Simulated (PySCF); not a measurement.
Question: What does the GFN2-xTB structure of InChI=1S/C4H6O2S/c1-4(7)2-6-3-5/h3H,2H2,1H3 look like in three dimensions?

Answer: 
```
atom  x, y, z in Å
C1    -0.9886    1.1989    0.2843
C2    -1.1834   -0.0580   -0.4797
S3    -2.6126   -0.5026   -1.1012
C4     0.0019   -0.9697   -0.6289
O5     1.2534   -0.2851   -0.6150
C6     1.9221   -0.2613    0.5255
O7     1.5842   -0.7493    1.5624
H8    -0.2638    1.8357   -0.2267
H9    -0.5861    0.9753    1.2741
H10   -1.9289    1.7335    0.3853
H11   -0.0128   -1.6881    0.2053
H12   -0.0537   -1.5182   -1.5722
H13    2.8640    0.2893    0.3690
```

Orientation and origin are arbitrary. Atoms count from 1 in this order. The C–O distances run from 1.195 Å (C6=O7, drawn double) to 1.427 Å (C4–O5, drawn single), a spread of 0.232 Å. Of the pairs four or more bonds apart, O7···H11 is among the closest relative to their van der Waals radii: 2.30 Å, 84 % of the sum of Bondi's values. O5 (ester single-bonded oxygen) is bent (angle 117.4°).

Bonds between heavy atoms (Å): C1–C2 1.484, C2=S3 1.621, C2–C4 1.503, C4–O5 1.427, O5–C6 1.322, C6=O7 1.195.

The geometry is computed with GFN2-xTB (gas phase).

Point group: C1 (no symmetry element, even within 0.4 Å). Stationary, but not proved a minimum. One conformer, not necessarily the lowest (C1–C2–C4–O5 -29°, C2–C4–O5–C6 98°, C4–O5–C6–O7 -1°).
